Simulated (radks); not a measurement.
Values are calculated unless marked as measured or tabulated.
Valence configurations of Mn+ (all share [Ar]). Code: a radial shooting solver on a logarithmic mesh with Libxc functionals. Model: scalar-relativistic Kohn-Sham, LDA (Slater exchange, Perdew-Wang correlation), spin-polarised, spherical densities, point nucleus; open shells are filled with parallel spins first. Energies are relative to 3d5 4s1; eigenvalues in eV for spin up.

valence          E (eV)  moment (Bohr magnetons)    e(3d)    e(4p)    e(4s)
3d5 4s1           0.000                        6  -16.552        -  -12.855
3d5.5 4s0.5       0.647                        5  -14.169        -  -11.948
3d6               1.576                        4  -12.060        -        -
3d5 4s0.5 4p0.5   2.495                        6  -17.200   -8.257  -13.260
3d4.5 4s1.5       3.294                        5  -19.150        -  -13.543
3d5 4p1           5.005                        6  -17.834   -8.604        -
3d4 4s2           7.252                        4  -21.922        -  -14.178
3d4 4s1 4p1      10.922                        6  -23.133   -9.799  -15.360
3d3 4s2 4p1      23.100                        4  -29.316  -10.674  -16.715
3d3 4s1 4p2      26.941                        6  -30.366  -11.551  -17.730

NIST lists [Ar] 3d5 4s1 as the ground configuration; this level of theory agrees among the configurations tried. The energies are those of spherical high-spin densities, not of single terms.
